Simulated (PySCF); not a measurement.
CH₄F₂OSSi, SMILES CS[Si](O)(F)F.

Geometry optimised at B3LYP-D3(BJ)/def2-SVP. The structure was generated by enumeration, and PubChem lists no compound with its InChIKey, so it may never have been made. One conformer was computed; it need not be the lowest.

All values below come from TDDFT-LC-ωPBE/def2-SVPD in PySCF.

Vertical excitations. Isolated molecule, no solvent.

```json
[
 {"state": "S1", "energy (eV)": "6.07", "λ (nm)": "204", "f": "0.001", "main pairs": "HOMO→LUMO+1 44 %, HOMO→LUMO 28 %, HOMO→LUMO+8 9 %, HOMO→LUMO+5 8 %"},
 {"state": "S2", "energy (eV)": "7.23", "λ (nm)": "171", "f": "0.034", "main pairs": "HOMO→LUMO 36 %, HOMO→LUMO+1 23 %, HOMO→LUMO+2 18 %, HOMO→LUMO+8 6 %"},
 {"state": "S3", "energy (eV)": "8.13", "λ (nm)": "153", "f": "0.004", "main pairs": "HOMO−1→LUMO+1 20 %, HOMO→LUMO+5 19 %, HOMO−1→LUMO 16 %, HOMO→LUMO+7 11 %"},
 {"state": "S4", "energy (eV)": "8.43", "λ (nm)": "147", "f": "0.006", "main pairs": "HOMO→LUMO+2 33 %, HOMO→LUMO+9 16 %, HOMO→LUMO+12 9 %, HOMO→LUMO+7 8 %"},
 {"state": "S5", "energy (eV)": "8.62", "λ (nm)": "144", "f": "0.019", "main pairs": "HOMO→LUMO+5 29 %, HOMO→LUMO+4 28 %, HOMO→LUMO+9 9 %, HOMO→LUMO+10 7 %"},
 {"state": "S6", "energy (eV)": "8.74", "λ (nm)": "142", "f": "0.069", "main pairs": "HOMO−1→LUMO+1 32 %, HOMO→LUMO+3 19 %, HOMO→LUMO+5 11 %, HOMO→LUMO+4 7 %"},
 {"state": "S7", "energy (eV)": "8.93", "λ (nm)": "139", "f": "0.084", "main pairs": "HOMO→LUMO+3 18 %, HOMO→LUMO+2 17 %, HOMO→LUMO+4 10 %, HOMO→LUMO+5 9 %"},
 {"state": "S8", "energy (eV)": "9.04", "λ (nm)": "137", "f": "0.034", "main pairs": "HOMO→LUMO+3 36 %, HOMO→LUMO+4 12 %, HOMO→LUMO+2 11 %, HOMO→LUMO+12 8 %"},
 {"state": "S9", "energy (eV)": "9.08", "λ (nm)": "137", "f": "0.095", "main pairs": "HOMO−2→LUMO 31 %, HOMO−1→LUMO 18 %, HOMO→LUMO+3 8 %, HOMO→LUMO+2 6 %"},
 {"state": "S10", "energy (eV)": "9.22", "λ (nm)": "134", "f": "0.112", "main pairs": "HOMO−2→LUMO 28 %, HOMO−1→LUMO 25 %, HOMO−1→LUMO+2 20 %"},
 {"state": "T1", "energy (eV)": "5.53", "λ (nm)": "224", "f": "0", "main pairs": "HOMO→LUMO+1 47 %, HOMO→LUMO 21 %, HOMO→LUMO+8 8 %"},
 {"state": "T2", "energy (eV)": "6.63", "λ (nm)": "187", "f": "0", "main pairs": "HOMO→LUMO 31 %, HOMO→LUMO+2 16 %, HOMO→LUMO+1 15 %, HOMO→LUMO+8 9 %"},
 {"state": "T3", "energy (eV)": "7.11", "λ (nm)": "174", "f": "0", "main pairs": "HOMO−1→LUMO+1 32 %, HOMO−1→LUMO 22 %, HOMO−1→LUMO+8 9 %, HOMO−1→LUMO+5 7 %"},
 {"state": "T4", "energy (eV)": "7.58", "λ (nm)": "164", "f": "0", "main pairs": "HOMO→LUMO+5 33 %, HOMO→LUMO+7 16 %, HOMO→LUMO+10 9 %, HOMO−1→LUMO+1 6 %"}
]
```
Triplets are in the Tamm–Dancoff approximation, which puts them higher than full response would, so one can lie above its singlet here.
